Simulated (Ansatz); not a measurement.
Born–Oppenheimer molecular dynamics of C2H11AlSi (15 atoms, charge 0, multiplicity 1). It starts from a rough guess of a transition structure, not a stationary point.

The calculation used Ansatz, UKS BLYP/STO-3G.

- ensemble: NVE (velocity Verlet)
- time step: 0.5 fs
- steps asked: 150
- starting velocities drawn for: 100 K
- seed: 455001

First frame:

```xyz
15
Properties=species:S:1:pos:R:3
Al -1.191 0.558 0.178
C 0.719 -0.575 0.760
C -0.296 -1.699 0.898
H -1.385 1.106 1.624
H -2.497 -0.038 -0.446
H 0.469 0.387 -0.219
Si 0.524 1.645 -1.615
H 0.898 -0.098 1.727
H 1.670 -0.974 0.410
H 0.013 -2.428 1.647
H -0.442 -2.221 -0.051
H -1.283 -1.310 1.222
H 1.047 0.679 -2.610
H 1.767 2.239 -1.071
H -0.015 2.728 -2.455
```

Task: How far do the bonds stretch over the last three quarters of this one trajectory? (Pairs bonded in most of those frames.)

Result: 
```csv
bond,mean (Å),spread (Å),shortest,longest
Al1–H4,1.519,0.039,1.46,1.58
Al1–H5,1.516,0.034,1.46,1.57
Al1–Si7,2.352,0.207,2.06,2.65
C2–C3,1.575,0.038,1.51,1.64
C2–H6,1.142,0.106,0.96,1.31
C2–H8,1.113,0.053,1.02,1.21
C2–H9,1.112,0.047,1.03,1.20
C3–H10,1.109,0.023,1.07,1.14
C3–H11,1.108,0.016,1.09,1.13
C3–H12,1.110,0.007,1.09,1.13
Si7–H13,1.460,0.007,1.45,1.47
Si7–H14,1.459,0.028,1.42,1.51
Si7–H15,1.462,0.026,1.42,1.50
```

Mean temperature of the second half: 1217 K. The conserved energy stayed within 0.76 meV per atom of its start (net change -0.17 meV per atom), so the integration is sound. The kinetic energy rose, since the run started high on the potential surface and went downhill. It ends in pieces (AlH5Si + C2H6), so much of that is their flight and rotation, not heat. A run of 0.075 ps of so small a system gives no equilibrium averages. The orbitals were unrestricted but ended closed-shell. Limits of this set-up: minimal basis.

Time of the run: 15 min on 1 thread of Arm Neoverse N1 (shared host), peak memory 0.12 GiB.
